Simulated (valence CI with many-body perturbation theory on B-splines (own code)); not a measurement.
# Missing levels of Gd LIX

Level of theory: configuration interaction combined with many-body perturbation theory (CI+MBPT): four valence electrons over a frozen Dirac-Fock core [He], a basis of 11 s, 11 p, 10 d, 8 f, 5 g, 2 h functions for each j, with the one-electron correlation potential Σ1 (screened to all orders), the two-electron term Σ2, the three-electron term Σ3, Breit, model QED; selected single and double excitations, second order for the rest, scaled by the run's own slope (own B-spline code, finite nucleus).

The last digits are not significant, and no measured levels were compared; by estimate large intervals hold to a few tenths of a per cent, small ones and those within an open d or f shell to about a per cent. Among the levels kept, up to 920 cm⁻¹ of a level comes from second order outside the variational space, and about a tenth of that is noise between levels of different J, which matters for small intervals.

| Level | E (eV) |
| --- | --- |
| (2s^2 2p1/2^2) J=0 | 0.0 |
| (2s^2 2p1/2 2p3/2) J=1 | 723.2 |
| (2s^2 2p1/2 2p3/2) J=2 | 740.6 |
| (2s 2p1/2^2 2p3/2) J=2 | ? |
| (2s 2p1/2^2 2p3/2) J=1 | ? |
| (2s^2 2p3/2^2) J=2 | ? |
| (2s^2 2p3/2^2) J=0 | 1532.2 |
| (2s 2p1/2 2p3/2^2) J=2 [a] | 1663.0 |
| (2s 2p1/2 2p3/2^2) J=3 | ? |
| (2s 2p1/2 2p3/2^2) J=0 | ? |
| (2s 2p1/2 2p3/2^2) J=1 [a] | 1771.2 |
| (2s 2p1/2 2p3/2^2) J=2 [b] | 1781.3 |
| (2s 2p1/2 2p3/2^2) J=1 [b] | 1784.8 |
| (2p1/2^2 2p3/2^2) J=2 | 2036.1 |
| (2p1/2^2 2p3/2^2) J=0 | 2090.6 |
| (2s 2p3/2^3) J=2 | 2473.0 |
| (2s 2p3/2^3) J=1 | 2544.1 |
| (2p1/2 2p3/2^3) J=1 | 2771.5 |
| (2p1/2 2p3/2^3) J=2 | ? |
| (2p3/2^4) J=0 | 3552.7 |

Levels are named by their leading jj configuration (3d3/2^4 stands for four electrons in 3d with j = 3/2), which in mixed levels can hold well under half, so a name can repeat and another be missing. Letters in brackets count levels of one name in rising energy.

Question: The levels stand in rising order. What does the calculation give for the missing energies?

Answer: (2s 2p1/2^2 2p3/2) J=2 963.0; (2s 2p1/2^2 2p3/2) J=1 1036.7; (2s^2 2p3/2^2) J=2 1481.0; (2s 2p1/2 2p3/2^2) J=3 1703.6; (2s 2p1/2 2p3/2^2) J=0 1752.4; (2p1/2 2p3/2^3) J=2 2789.3.
